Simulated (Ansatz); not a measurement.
Ansatz (a program for electronic structure) input (HF/6-31G*):

Ansatz 0.2 input:
```yaml
crystal:
  periodic: [false, false, false]
  atoms:
    - {symbol: C, position_ang: [-2.41210389, 0.10055591, -0.05112584]}
    - {symbol: C, position_ang: [-0.97812054, 0.62397201, -0.06609713]}
    - {symbol: C, position_ang: [-0.11337550, -0.35756889, 0.02577898]}
    - {symbol: Cl, position_ang: [1.74484057, -0.04372740, 0.03472609]}
    - {symbol: H, position_ang: [-2.93656134, 0.41329889, -0.95671150]}
    - {symbol: H, position_ang: [-2.96766701, 0.54807680, 0.77593152]}
    - {symbol: H, position_ang: [-2.54770668, -0.98977136, 0.03125352]}
    - {symbol: H, position_ang: [-0.18875518, -1.42999266, 0.10784684]}
basis:
  gaussian:
    orbitals: 6-31G*
hamiltonian:
  xc: {name: HF}
total_charge: -1
phonons: {temperatures: {t_min: 298.15, t_max: 298.15, t_step: 100}}
```

Output:

```
Functional definition: HF
integrals: 0.02 GiB planned
815 factors; integrals over basis functions are off by at most 4.4e-4 eV
mean field: 0.17 GiB planned
mean field evaluation 1: about -15652.9103 eV, gradient 2.4e1 eV
mean field evaluation 2: about -15652.9870 eV, gradient 2.4e1 eV
mean field evaluation 4: about -15654.9569 eV, gradient 3.5e0 eV
mean field evaluation 8: about -15655.0270 eV, gradient 1.5e-1 eV
mean field -15655.02722810 eV, -575.3116392739 hartree, gradient 1.3e-5 eV, S^2 0.000000; 0 other end points of the search recorded, 0 dependent functions left out
the calculation of the forces begins
reference -15655.02722810 eV, -575.3116392739 hartree; 20, 20 occupied and 52, 52 virtual orbitals, 815 factors
these checks for a lower state are left out or cut short: stability, starts, cluster_reference, orbital_swaps, neighbouring_geometries, increment
integrals: 0.02 GiB planned
815 factors; integrals over basis functions are off by at most 4.5e-4 eV
mean field: 0.17 GiB planned
mean field evaluation 16: about -15655.0271 eV, gradient 6.5e-5 eV
mean field -15655.02706090 eV, -575.3116331296 hartree, gradient 2.4e-6 eV, S^2 0.000000; 0 other end points of the search recorded, 0 dependent functions left out
the calculation of the forces begins
reference -15655.02706090 eV, -575.3116331296 hartree; 20, 20 occupied and 52, 52 virtual orbitals, 815 factors
these checks for a lower state are left out or cut short: stability, starts, cluster_reference, orbital_swaps, neighbouring_geometries, increment
integrals: 0.02 GiB planned
815 factors; integrals over basis functions are off by at most 4.4e-4 eV
mean field: 0.17 GiB planned
mean field -15655.02705723 eV, -575.3116329948 hartree, gradient 2.2e-6 eV, S^2 0.000000; 0 other end points of the search recorded, 0 dependent functions left out
the calculation of the forces begins
reference -15655.02705723 eV, -575.3116329948 hartree; 20, 20 occupied and 52, 52 virtual orbitals, 815 factors
these checks for a lower state are left out or cut short: stability, starts, cluster_reference, orbital_swaps, neighbouring_geometries, increment
integrals: 0.02 GiB planned
815 factors; integrals over basis functions are off by at most 4.4e-4 eV
mean field: 0.17 GiB planned
mean field evaluation 32: about -15655.0271 eV, gradient 1.8e-6 eV
mean field -15655.02706222 eV, -575.3116331781 hartree, gradient 2.1e-6 eV, S^2 0.000000; 0 other end points of the search recorded, 0 dependent functions left out
the calculation of the forces begins
reference -15655.02706222 eV, -575.3116331781 hartree; 20, 20 occupied and 52, 52 virtual orbitals, 815 factors
these checks for a lower state are left out or cut short: stability, starts, cluster_reference, orbital_swaps, neighbouring_geometries, increment
integrals: 0.02 GiB planned
815 factors; integrals over basis functions are off by at most 4.4e-4 eV
mean field: 0.17 GiB planned
mean field -15655.02706180 eV, -575.3116331629 hartree, gradient 2.1e-6 eV, S^2 0.000000; 0 other end points of the search recorded, 0 dependent functions left out
the calculation of the forces begins
reference -15655.02706180 eV, -575.3116331629 hartree; 20, 20 occupied and 52, 52 virtual orbitals, 815 factors
these checks for a lower state are left out or cut short: stability, starts, cluster_reference, orbital_swaps, neighbouring_geometries, increment
integrals: 0.02 GiB planned
815 factors; integrals over basis functions are off by at most 4.4e-4 eV
mean field: 0.17 GiB planned
mean field -15655.02709045 eV, -575.3116342154 hartree, gradient 6.4e-6 eV, S^2 0.000000; 0 other end points of the search recorded, 0 dependent functions left out
the calculation of the forces begins
reference -15655.02709045 eV, -575.3116342154 hartree; 20, 20 occupied and 52, 52 virtual orbitals, 815 factors
these checks for a lower state are left out or cut short: stability, starts, cluster_reference, orbital_swaps, neighbouring_geometries, increment
integrals: 0.02 GiB planned
815 factors; integrals over basis functions are off by at most 4.4e-4 eV
mean field: 0.17 GiB planned
mean field -15655.02709551 eV, -575.3116344015 hartree, gradient 6.7e-6 eV, S^2 0.000000; 0 other end points of the search recorded, 0 dependent functions left out
the calculation of the forces begins
reference -15655.02709551 eV, -575.3116344015 hartree; 20, 20 occupied and 52, 52 virtual orbitals, 815 factors
these checks for a lower state are left out or cut short: stability, starts, cluster_reference, orbital_swaps, neighbouring_geometries, increment
integrals: 0.02 GiB planned
815 factors; integrals over basis functions are off by at most 4.4e-4 eV
mean field: 0.17 GiB planned
mean field -15655.02713278 eV, -575.3116357711 hartree, gradient 3.2e-6 eV, S^2 0.000000; 0 other end points of the search recorded, 0 dependent functions left out
[...]
mean field -15655.02719183 eV, -575.3116379411 hartree, gradient 2.1e-6 eV, S^2 0.000000; 0 other end points of the search recorded, 0 dependent functions left out
the calculation of the forces begins
reference -15655.02719183 eV, -575.3116379411 hartree; 20, 20 occupied and 52, 52 virtual orbitals, 815 factors
these checks for a lower state are left out or cut short: stability, starts, cluster_reference, orbital_swaps, neighbouring_geometries, increment
integrals: 0.02 GiB planned
815 factors; integrals over basis functions are off by at most 4.4e-4 eV
mean field: 0.17 GiB planned
mean field -15655.02720293 eV, -575.3116383492 hartree, gradient 1.7e-6 eV, S^2 0.000000; 0 other end points of the search recorded, 0 dependent functions left out
the calculation of the forces begins
reference -15655.02720293 eV, -575.3116383492 hartree; 20, 20 occupied and 52, 52 virtual orbitals, 815 factors
these checks for a lower state are left out or cut short: stability, starts, cluster_reference, orbital_swaps, neighbouring_geometries, increment
integrals: 0.02 GiB planned
815 factors; integrals over basis functions are off by at most 4.4e-4 eV
mean field: 0.17 GiB planned
mean field -15655.02720290 eV, -575.3116383479 hartree, gradient 1.7e-6 eV, S^2 0.000000; 0 other end points of the search recorded, 0 dependent functions left out
the calculation of the forces begins
reference -15655.02720290 eV, -575.3116383479 hartree; 20, 20 occupied and 52, 52 virtual orbitals, 815 factors
these checks for a lower state are left out or cut short: stability, starts, cluster_reference, orbital_swaps, neighbouring_geometries, increment
integrals: 0.02 GiB planned
815 factors; integrals over basis functions are off by at most 4.4e-4 eV
mean field: 0.17 GiB planned
mean field -15655.02714814 eV, -575.3116363356 hartree, gradient 3.0e-6 eV, S^2 0.000000; 0 other end points of the search recorded, 0 dependent functions left out
the calculation of the forces begins
reference -15655.02714814 eV, -575.3116363356 hartree; 20, 20 occupied and 52, 52 virtual orbitals, 815 factors
these checks for a lower state are left out or cut short: stability, starts, cluster_reference, orbital_swaps, neighbouring_geometries, increment
integrals: 0.02 GiB planned
815 factors; integrals over basis functions are off by at most 4.4e-4 eV
mean field: 0.17 GiB planned
mean field -15655.02714859 eV, -575.3116363521 hartree, gradient 2.9e-6 eV, S^2 0.000000; 0 other end points of the search recorded, 0 dependent functions left out
the calculation of the forces begins
reference -15655.02714859 eV, -575.3116363521 hartree; 20, 20 occupied and 52, 52 virtual orbitals, 815 factors
these checks for a lower state are left out or cut short: stability, starts, cluster_reference, orbital_swaps, neighbouring_geometries, increment
integrals: 0.02 GiB planned
815 factors; integrals over basis functions are off by at most 4.4e-4 eV
mean field: 0.17 GiB planned
mean field evaluation 160: about -15655.0271 eV, gradient 1.5e-6 eV
mean field -15655.02712913 eV, -575.3116356370 hartree, gradient 1.5e-6 eV, S^2 0.000000; 0 other end points of the search recorded, 0 dependent functions left out
the calculation of the forces begins
reference -15655.02712913 eV, -575.3116356370 hartree; 20, 20 occupied and 52, 52 virtual orbitals, 815 factors
these checks for a lower state are left out or cut short: stability, starts, cluster_reference, orbital_swaps, neighbouring_geometries, increment
integrals: 0.02 GiB planned
815 factors; integrals over basis functions are off by at most 4.5e-4 eV
mean field: 0.17 GiB planned
mean field -15655.02713043 eV, -575.3116356848 hartree, gradient 1.5e-6 eV, S^2 0.000000; 0 other end points of the search recorded, 0 dependent functions left out
the calculation of the forces begins
reference -15655.02713043 eV, -575.3116356848 hartree; 20, 20 occupied and 52, 52 virtual orbitals, 815 factors
these checks for a lower state are left out or cut short: stability, starts, cluster_reference, orbital_swaps, neighbouring_geometries, increment
integrals: 0.02 GiB planned
815 factors; integrals over basis functions are off by at most 4.4e-4 eV
mean field: 0.17 GiB planned
mean field -15655.02721029 eV, -575.3116386195 hartree, gradient 8.0e-7 eV, S^2 0.000000; 0 other end points of the search recorded, 0 dependent functions left out
the calculation of the forces begins
reference -15655.02721029 eV, -575.3116386195 hartree; 20, 20 occupied and 52, 52 virtual orbitals, 815 factors
these checks for a lower state are left out or cut short: stability, starts, cluster_reference, orbital_swaps, neighbouring_geometries, increment
integrals: 0.02 GiB planned
815 factors; integrals over basis functions are off by at most 4.4e-4 eV
mean field: 0.17 GiB planned
mean field -15655.02720980 eV, -575.3116386015 hartree, gradient 8.4e-7 eV, S^2 0.000000; 0 other end points of the search recorded, 0 dependent functions left out
the calculation of the forces begins
reference -15655.02720980 eV, -575.3116386015 hartree; 20, 20 occupied and 52, 52 virtual orbitals, 815 factors
these checks for a lower state are left out or cut short: stability, starts, cluster_reference, orbital_swaps, neighbouring_geometries, increment
integrals: 0.02 GiB planned
815 factors; integrals over basis functions are off by at most 4.4e-4 eV
mean field: 0.17 GiB planned
mean field -15655.02711265 eV, -575.3116350313 hartree, gradient 2.6e-6 eV, S^2 0.000000; 0 other end points of the search recorded, 0 dependent functions left out
the calculation of the forces begins
reference -15655.02711265 eV, -575.3116350313 hartree; 20, 20 occupied and 52, 52 virtual orbitals, 815 factors
these checks for a lower state are left out or cut short: stability, starts, cluster_reference, orbital_swaps, neighbouring_geometries, increment
integrals: 0.02 GiB planned
815 factors; integrals over basis functions are off by at most 4.4e-4 eV
mean field: 0.17 GiB planned
mean field evaluation 192: about -15655.0271 eV, gradient 2.7e-6 eV
mean field -15655.02711161 eV, -575.3116349932 hartree, gradient 2.7e-6 eV, S^2 0.000000; 0 other end points of the search recorded, 0 dependent functions left out
the calculation of the forces begins
reference -15655.02711161 eV, -575.3116349932 hartree; 20, 20 occupied and 52, 52 virtual orbitals, 815 factors
these checks for a lower state are left out or cut short: stability, starts, cluster_reference, orbital_swaps, neighbouring_geometries, increment
integrals: 0.02 GiB planned
815 factors; integrals over basis functions are off by at most 4.4e-4 eV
mean field: 0.17 GiB planned
mean field -15655.02721986 eV, -575.3116389712 hartree, gradient 1.9e-6 eV, S^2 0.000000; 0 other end points of the search recorded, 0 dependent functions left out
the calculation of the forces begins
reference -15655.02721986 eV, -575.3116389712 hartree; 20, 20 occupied and 52, 52 virtual orbitals, 815 factors
these checks for a lower state are left out or cut short: stability, starts, cluster_reference, orbital_swaps, neighbouring_geometries, increment
integrals: 0.02 GiB planned
815 factors; integrals over basis functions are off by at most 4.4e-4 eV
mean field: 0.17 GiB planned
mean field -15655.02721092 eV, -575.3116386428 hartree, gradient 1.9e-6 eV, S^2 0.000000; 0 other end points of the search recorded, 0 dependent functions left out
the calculation of the forces begins
reference -15655.02721092 eV, -575.3116386428 hartree; 20, 20 occupied and 52, 52 virtual orbitals, 815 factors
Total energy: -15655.02722810 eV, -575.3116392739 hartree
Atom 0 at    -2.412104     0.100556    -0.051126 Å, force    -0.000086     0.000481    -0.000039 eV/Å
Atom 1 at    -0.978121     0.623972    -0.066097 Å, force     0.001145    -0.001089     0.000105 eV/Å
Atom 2 at    -0.113376    -0.357569     0.025779 Å, force    -0.001657     0.001405    -0.000139 eV/Å
Atom 3 at     1.744841    -0.043727     0.034726 Å, force    -0.002005    -0.001207     0.000058 eV/Å
Atom 4 at    -2.936561     0.413299    -0.956712 Å, force    -0.000028     0.000019     0.000013 eV/Å
Atom 5 at    -2.967667     0.548077     0.775932 Å, force    -0.000027     0.000017    -0.000017 eV/Å
Atom 6 at    -2.547707    -0.989771     0.031254 Å, force     0.000134    -0.000065     0.000007 eV/Å
Atom 7 at    -0.188755    -1.429993     0.107847 Å, force     0.002524     0.000439     0.000011 eV/Å
Dipole moment:    -0.142188    -0.497661     0.036159 e Å
Vibrations: 212.69 262.88 278.24 327.97 683.10 768.71 996.40 1102.42 1144.79 1360.20 1529.02 1616.84 1634.62 1664.39 3025.09 3141.56 3158.46 3298.42 cm⁻¹, zero-point energy 1.624553 eV
```

The blocks after the first are displaced geometries, from whose forces the wavenumbers follow.

The dipole moment of an ion depends on the origin.
